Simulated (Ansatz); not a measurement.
Two members of one family (Series GeH2X2), computed with Ansatz in the gas phase. The two geometries come from different levels. Binding counts from free atoms in the multiplicity of their measured ground term, without zero-point energy. The structures are stationary points that may keep the symmetry of their start.

First: Ge(SiH3)2H2 (singlet, charge 0, PBE-D4/def2-SVP geometry).

```xyz
11

Ge   -0.991   -0.012   -0.068
Si    0.406   -1.956   -0.117
H     1.362   -1.863   -1.277
H    -0.410   -3.212   -0.260
H     1.205   -2.038    1.157
Si    0.338    1.965    0.167
H     1.298    2.071   -0.987
H     1.130    1.894    1.446
H    -0.523    3.200    0.199
H    -1.992   -0.116    1.117
H    -1.824    0.068   -1.378
```

| level | HOMO (eV) | LUMO (eV) | gap (eV) | binding per atom (eV) |
| --- | --- | --- | --- | --- |
| PBE-D4/def2-TZVP | -6.89 | -0.97 | 5.92 | 2.81 |
| PBE0-D4/def2-SVP | -7.97 | 0.05 | 8.02 | 2.81 |
| HSE06-D4/def2-TZVP | -7.54 | -0.53 | 7.00 | 2.82 |
| BHLYP-D4/def2-TZVP | -8.83 | 0.72 | 9.55 | 2.84 |
| ωB97X-V/def2-TZVP | -10.10 | 1.81 | 11.90 | 2.89 |

Second: Ge(GeH3)2H2 (singlet, charge 0, r2SCAN-D4/def2-SVP geometry).

```tsv
atom	x (Å)	y (Å)	z (Å)
Ge1	-0.896	-0.154	-0.414
Ge2	-0.387	-0.514	1.921
H3	0.690	-1.601	2.067
H4	-1.640	-0.955	2.696
H5	0.147	0.784	2.549
Ge6	1.052	0.626	-1.615
H7	2.171	-0.426	-1.549
H8	1.572	1.928	-0.982
H9	0.717	0.897	-3.090
H10	-2.026	0.885	-0.540
H11	-1.399	-1.468	-1.043
```

Q: What does the change do? Estimate second minus first.

A: 
| level | Δ HOMO (eV) | Δ LUMO (eV) | Δ gap (eV) | Δ binding per atom (eV) |
| --- | --- | --- | --- | --- |
| PBE-D4/def2-TZVP | 0.06 | 0.11 | 0.05 | -0.19 |
| PBE0-D4/def2-SVP | 0.12 | 0.09 | -0.03 | -0.18 |
| HSE06-D4/def2-TZVP | 0.07 | 0.14 | 0.06 | -0.19 |
| BHLYP-D4/def2-TZVP | 0.10 | 0.10 | 0.00 | -0.20 |
| ωB97X-V/def2-TZVP | 0.11 | 0.13 | 0.02 | -0.19 |
